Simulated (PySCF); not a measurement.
These are CAM-B3LYP-D3(BJ)/def2-TZVP in PySCF values and carry that method's errors. Isolated molecules, 0 K electronic values unless said otherwise. One relaxed conformer stands for a flexible species; it need not be the lowest. 

Reference species (SMILES): `C1CB=B1` (neutral, multiplicity 1).

```yaml
HOMO: -6.45 eV
LUMO: -1.53 eV
```

Changed species: `BB1C=C1`.

**Question.** What does the change do to the HOMO and LUMO?

**Answer.** the HOMO decreases by 2.94 eV, to -9.39 eV; the LUMO rises by 1.05 eV, to -0.48 eV.
